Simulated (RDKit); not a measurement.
Input for RDKit: UFF on C2H4O2 (SMILES COC=O), a point of a torsion scan.

```python
from rdkit import Chem
from rdkit.Chem import AllChem, rdDetermineBonds

blocks = [
'''8

C    -1.03027545   -0.16292130    0.05885487
O     0.27912979   -0.69274007   -0.13822036
C     1.30195061    0.15237325   -0.08199269
O     1.43130335    1.07188709    0.66873263
H    -1.44341114    0.11767081   -0.91155787
H    -1.63699100   -0.94721723    0.50731576
H    -0.99509114    0.70614259    0.71891669
H     2.12232940   -0.24171395   -0.70957913
''',
]
mol = None
for b in blocks:
    f = Chem.MolFromXYZBlock(b)
    rdDetermineBonds.DetermineBonds(f, charge=0)
    mol = f if mol is None else Chem.CombineMols(mol, f)
Chem.SanitizeMol(mol)
print(Chem.MolToSmiles(Chem.RemoveHs(mol)))
ff = AllChem.UFFGetMoleculeForceField(mol, vdwThresh=100.0, ignoreInterfragInteractions=False)
e = ff.CalcEnergy()
print(f'UFF energy {e:.6f} kcal/mol')
```

It printed:

```
COC=O
UFF energy 19.203010 kcal/mol
```

The run finished.

Cost: around 0.04 core-seconds (rough).
